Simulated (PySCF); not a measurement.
Q: Write Cartesian coordinates for `CC#C[SiH2]C#C[SiH2]OC` as optimised with PBE0-D3(BJ)/def2-SVP.

A: 
```xyz
19
C6H10OSi2 angstrom
C     -3.7921   -1.8066    0.6808
C     -3.0679   -0.5551    0.5691
C     -2.4562    0.4949    0.4731
Si    -1.5507    2.0701    0.3266
C      0.1911    1.7452   -0.1656
C      1.3511    1.5227   -0.4903
Si     3.0831    1.1183   -0.9602
O      3.6060   -0.1999   -0.1025
C      2.9373   -1.4318   -0.0684
H     -4.5628   -1.8867   -0.1014
H     -3.1102   -2.6644    0.5747
H     -4.2904   -1.8879    1.6593
H     -1.5542    2.7891    1.6325
H     -2.1845    2.9335   -0.7108
H      3.9865    2.2423   -0.6101
H      3.1020    0.8552   -2.4308
H      3.4690   -2.1003    0.6250
H      1.8956   -1.3249    0.2845
H      2.9155   -1.9168   -1.0619
```

Orientation and origin are arbitrary. Atoms count from 1 in this order. The 3 C–C bonds span 1.219 Å (C2≡C3, drawn triple) to 1.450 Å (C1–C2, drawn single), a spread of 0.231 Å. O8 (silyl ether oxygen) is bent (angle 124.1°). Si7 (oxygen-bound silicon) is tetrahedral (angles from 106.8° to 111.4°). Of the pairs four or more bonds apart, C6···H18 is among the closest relative to their van der Waals radii: 3.00 Å, 103 % of the sum of Bondi's values.

Bonds between heavy atoms (Å): C1–C2 1.450, C2≡C3 1.219, C3–Si4 1.823, Si4–C5 1.839, C5≡C6 1.225, C6–Si7 1.840, Si7–O8 1.657, O8–C9 1.402.

Theory: PySCF 2.14.0, PBE0-D3(BJ)/def2-SVP geometry optimisation, gas phase.

Point group: C1 (no symmetry element, even within 0.4 Å). Stationary, but not proved a minimum. One conformer, not necessarily the lowest (C6–Si7–O8–C9 54°).
